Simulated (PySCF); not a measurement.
Radial density of Xe⁺ (xenon, charge +1)

BHandHLYP, [Kr] 4d10 5s2 5p5, 2P determinant. Calculation: PySCF 2.14, in x2c-QZVPPall; scalar relativity by spin-free X2C-1e.

```csv
r (bohr),4πr²ρ (e/bohr),4πr²(ρα − ρβ)
0.0283,63.84,0.0119
0.0476,67.11,0.0270
0.0801,91.24,0.0172
0.135,68.05,0.0011
0.227,76.82,0.0573
0.381,37.75,0.0055
0.641,29.66,0.1253
1.08,13.33,0.0550
1.81,5.047,0.6288
3.05,1.242,0.1975
5.13,0.03279,0.0040
8.63,5.437e-05,0.0000
```

Densities and radii are taken from the X2C orbitals without a picture-change correction, which distorts them close to the nucleus.
